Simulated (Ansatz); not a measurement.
## Counterpoise correction, worked out

The pair of Br⁻ (SMILES [Br-], atom 1) and SiH₄O (SMILES [SiH3]O, atoms 2–7), both closed shells, in one local arrangement (a lower one may exist), relaxed at PBE0-D4/def2-TZVPD:

Br1  (0.931, 0.680, -2.677)
Si2  (0.041, -0.094, -0.027)
O3  (-0.455, -0.636, 1.526)
H4  (0.971, 1.020, 0.290)
H5  (0.633, -1.361, -0.502)
H6  (-1.236, 0.341, -0.650)
H7  (-0.885, 0.050, 2.039)
(Å)

Computed with Ansatz 0.2.0 (basis: def2-TZVPPD); correlated methods freeze the cores. Filled d shells of the heavier atoms are correlated. The def2 sets are not built for correlating such inner shells, so the correlated values are less sure here.

CCSD(T) total energies in eV:

| system | geometry | basis functions | energy |
| --- | --- | --- | --- |
| pair | pair | all | -79985.90733 |
| Br⁻ | as in the pair | all (partner as ghosts) | -70009.14952 |
| SiH₄O | as in the pair | all (partner as ghosts) | -9976.16170 |
| Br⁻ | as in the pair | its own | -70009.07907 |
| SiH₄O | as in the pair | its own | -9976.15396 |
| Br⁻ | free (PBE0-D4 minimum) | its own | -70009.07907 |
| SiH₄O | free (PBE0-D4 minimum) | its own | -9976.40586 |

**Question.** Work out the interaction energy with and without the counterpoise correction, the superposition error, and the binding energy from the relaxed fragments.

**Answer.** Without correction: -79985.90733 − (-70009.07907) − (-9976.15396) = -0.67430 eV.
With correction (each fragment in the whole basis): -79985.90733 − (-70009.14952) − (-9976.16170) = -0.59611 eV = -13.75 kcal/mol.
The superposition error is the difference, 0.07819 eV, 12 % of the uncorrected value: each fragment borrows its partner's functions.
Deformation from the free shapes: 0.00000 eV for Br⁻ and 0.25190 eV for SiH₄O.
Binding energy from relaxed fragments: -0.59611 + 0.00000 + 0.25190 = -0.34421 eV = -7.94 kcal/mol (electronic, without zero-point energy; negative means bound). The deformation is large: the pair is on the way to a chemical bond or a shared proton. For comparison, the corrected interaction energy by CCSD(T) at an estimated basis limit (MP2 extrapolated from triple and quadruple zeta, plus CCSD(T) − MP2 in triple zeta) is -0.677 eV; triple zeta with the correction binds less.

T1 diagnostic: at most 0.012.

For scale, one of the runs: CCSD(T)/def2-TZVPPD, 213 basis functions, launched by `ansatz run in.yaml --threads 4 --pin off --events-out ev --progress --plain --max-ram 9574MiB`. The run took 87 s on 4 CPU threads of an Arm Neoverse V1 (shared host), with 3 GiB of host memory at its peak.
